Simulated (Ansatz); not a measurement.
`O[BH][GaH2]`, 7 atoms. Charge 0, multiplicity 1. Correlated methods include outer-core shells of Ga, which these sets cover unevenly. Scalar relativity is left out up to krypton. All runs use 2 threads of an Intel Xeon on a shared host. Correlated methods freeze the cores. Open-shell runs search over several starts.

How many basis functions does each run have, and how long does it take in Ansatz? UHF-CCSD(T)/def2-TZVPP energy of the cation; RKS PBE0-D4/def2-TZVPP energy; RKS PBE0-D4/def2-SVP energy; RKS PBE0-D4/def2-TZVP relaxation (19 steps); UKS ωB97M-V/def2-TZVPP energy of the cation; UKS PBE0-D4/def2-TZVPP energy of the cation; RHF-CCSD(T)/def2-TZVPP energy; RHF-MP2/def2-QZVPP energy; RKS PBE0-D4/def2-QZVPP energy; RKS ωB97M-V/def2-SVP energy; RKS PBE-QIDH (frozen core)/def2-TZVPP energy; UKS B3LYP-D4/def2-TZVPP energy of the cation. (Best estimate.)

Computed: Other jobs shared the machine, so times are rough.

```tsv
level	job	functions	wall time	peak host memory (GiB)
RKS PBE0-D4/def2-SVP	energy	80	2.6 s	0.33
RKS PBE0-D4/def2-TZVPP	energy	166	7.5 s	0.32
RKS ωB97M-V/def2-SVP	energy	80	8 s	0.33
UKS B3LYP-D4/def2-TZVPP	energy of the cation	166	12 s	0.43
RKS PBE0-D4/def2-QZVPP	energy	323	13 s	0.77
UKS PBE0-D4/def2-TZVPP	energy of the cation	166	13 s	0.43
RKS PBE-QIDH (frozen core)/def2-TZVPP	energy	166	15 s	0.33
UKS ωB97M-V/def2-TZVPP	energy of the cation	166	33 s	0.6
RHF-MP2/def2-QZVPP	energy	323	54 s	1.1
RHF-CCSD(T)/def2-TZVPP	energy	166	74 s	1.4
RKS PBE0-D4/def2-TZVP	relaxation (19 steps)	134	3 min	0.28
UHF-CCSD(T)/def2-TZVPP	energy of the cation	166	4.1 min	3.3
```

B3LYP here is the variant with VWN-RPA as its local correlation; programs differ in this.
